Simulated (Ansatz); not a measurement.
Consider the redistribution: `[NH2][Ga]([OH])[OH]` + `O=[CH][SnH2][OH]` → `O=[CH][Ga]([OH])[OH]` + `[NH2][SnH2][OH]`.

Computed with Ansatz on PBE0-D4/def2-TZVP structures; ΔE is electronic, products minus reactants. CCSD(T)/CBS adds triple-zeta CCSD(T) − MP2 to the extrapolated MP2 energy (def2 sets, frozen cores). Functionals use def2-TZVPP. B3LYP here is the variant with VWN-RPA as its local correlation; programs differ in this. HSE06 is defined as in plane-wave codes. def2 core potentials past Kr. For Ga, Sn outer-core shells are correlated without core-valence functions, which leaves a few kJ/mol of doubt a bond. Scalar relativity is left out up to krypton. Each species was taken in one conformer, which may not be the lowest.

```
             level  ΔE (kcal/mol)  difference from CCSD(T)/CBS
       LDA (SPW92)            8.2                          0.3
            PBE-D4            6.4                         -1.5
         revPBE-D4            6.2                         -1.7
           BLYP-D4            6.0                         -1.9
         r2SCAN-D4            7.5                         -0.4
            B97M-V            6.1                         -1.8
          B3LYP-D4            7.0                         -0.9
        r2SCANh-D4            7.8                         -0.1
        r2SCAN0-D4            8.2                          0.3
          HSE06-D4            7.4                         -0.5
          BHLYP-D4            7.7                         -0.2
      CAM-B3LYP-D4            7.4                         -0.5
           ωB97X-V            7.2                         -0.7
           ωB97M-V            7.1                         -0.8
            B2PLYP            7.1                         -0.8
          PBE-QIDH            7.9                          0.0
            revPBE            5.8                         -2.1
              BLYP            5.7                         -2.2
            r2SCAN            7.5                         -0.4
              PBE0            7.3                         -0.6
             B3LYP            6.7                         -1.2
           r2SCAN0            8.2                          0.3
             HSE06            7.4                         -0.5
             BHLYP            7.6                         -0.3
         CAM-B3LYP            7.3                         -0.6
           LC-ωPBE            7.5                         -0.4
       HF/def2-SVP            9.1                          1.2
      MP2/def2-SVP            8.9                          1.0
     CCSD/def2-SVP            8.9                          1.0
  CCSD(T)/def2-SVP            8.8                          0.9
     HF/def2-TZVPP            7.6                         -0.3
    MP2/def2-TZVPP            7.9                          0.0
SCS-MP2/def2-TZVPP            7.5                         -0.4
   CCSD/def2-TZVPP            7.7                         -0.2
CCSD(T)/def2-TZVPP            7.6                         -0.3
     HF/def2-QZVPP            7.5                         -0.4
    MP2/def2-QZVPP            8.0                          0.1
SCS-MP2/def2-QZVPP            7.6                         -0.3
     MP2/CBS(def2)            8.1                          0.2
    CCSD/CBS(def2)            8.0                          0.1
       CCSD(T)/CBS            7.9                            0
```

Largest T1 diagnostic among the species: 0.016.

Leaving LDA and LC-ωPBE aside and taking each functional with its dispersion term where it has one, the values spread over 2.2 kcal/mol, from BLYP-D4 to r2SCAN0-D4. LDA lies +1.9 kcal/mol from PBE without D4. At CCSD(T), def2-SVP lies +0.9 kcal/mol from the extrapolated value and def2-TZVPP −0.3 kcal/mol.
